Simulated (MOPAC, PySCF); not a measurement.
C₄H₅BO₂, SMILES `c1(c(B)cco1)O`, neutral singlet in the gas phase. 

Cartesian coordinates (Å):
SMILES: Bc1ccoc1O
```xyz
12

B     -1.7303    -0.7187     0.0255
C     -0.2793    -0.3171     0.0106
C      0.9832    -1.0482     0.0336
C      1.9900    -0.1324     0.0024
O      1.4651     1.1635    -0.0399
C      0.1368     1.0278    -0.0342
O     -0.5533     2.1569    -0.0708
H     -2.1122    -1.8714     0.0642
H     -2.5801     0.1721    -0.0030
H      1.0975    -2.1374     0.0694
H      3.0822    -0.1822     0.0031
H     -1.4997     1.8871    -0.0611
```
Charge 0, spin multiplicity 1.

All levels are single points at this geometry (PBE-D3(BJ)/def2-SVP); Pople sets use spherical d functions. Orbital energies aren't observables, and empty levels follow the basis.

B3LYP/6-31G* in PySCF gives HOMO (eV) = -6.07.

**Question.** Estimate the HOMO (eV) from each of these levels: PBE-D3(BJ)/def2-TZVP in PySCF; B3LYP/3-21G in PySCF; B3LYP/6-311+G** in PySCF; BP86/6-31G* in PySCF; M06-2X/6-31G* in PySCF; PBE/6-31G* in PySCF; SVWN5/6-31G* in PySCF; HF/3-21G in PySCF; HF/STO-3G in PySCF; PM3 in MOPAC; PM6 in MOPAC; PM7 in MOPAC.

**Answer.** 
```tsv
level	HOMO (eV)
PBE-D3(BJ)/def2-TZVP in PySCF	-5.59
B3LYP/3-21G in PySCF	-6.22
B3LYP/6-311+G** in PySCF	-6.45
BP86/6-31G* in PySCF	-5.37
M06-2X/6-31G* in PySCF	-7.41
PBE/6-31G* in PySCF	-5.27
SVWN5/6-31G* in PySCF	-5.46
HF/3-21G in PySCF	-8.73
HF/STO-3G in PySCF	-6.60
PM3 in MOPAC	-9.38
PM6 in MOPAC	-9.27
PM7 in MOPAC	-9.25
```
